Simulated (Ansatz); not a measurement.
Ideal-gas functions of F₃In (`[F][In]([F])[F]`) at 500 K and 1 bar, from an Ansatz frequency run at PBE0-D4/def2-TZVP.

Molar mass 171.81 g/mol, point group D3h (symmetry number 6), electronic degeneracy 1, moments of inertia 104.858, 104.88, 209.737 u Å². Harmonic wavenumbers (cm⁻¹, unscaled): 122, 122, 144, 604, 637, 638.

Use S(trans) = R[1.5 ln M + 2.5 ln T − 1.1517]; rotational temperatures θ = 24.2544 K / I; S(rot) = R[ln(√π/σ · √(T³/θAθBθC)) + 1.5]; for each mode x = 1.438777 ν̃/T, S = R[x/(eˣ − 1) − ln(1 − e⁻ˣ)] and H = RT x/(eˣ − 1); 1 cm⁻¹ = 0.0119627 kJ/mol; R = 8.31446 J/(mol·K).

Problem. By hand: the entropy, in J/(mol·K).

Solution. Translation 183.8. Rotation: θ = 0.2313, 0.2313, 0.1156 K, giving 101.0. Vibration, mode by mode: 17.06, 17.06, 15.70, 4.69, 4.35, 4.34, in all 63.2. Electronic 0.0. Sum 348.0 J/(mol·K).

Problem. By hand: H − E and G − E in kJ/mol, counted from the electronic energy.

Solution. Zero-point energy ½ × 2267 × 0.0119627 = 13.6; thermal vibration 14.7; translation, rotation and pV give 4 RT = 16.6. H − E = 44.9 kJ/mol, and G − E = 44.9 − 500 × 348.0/1000 = -129.1 kJ/mol.

Vibration gives 18 % of the entropy, 49.8 J/(mol·K) of it from the modes under 150 cm⁻¹: soft modes count most, and the harmonic formula is weakest for them.
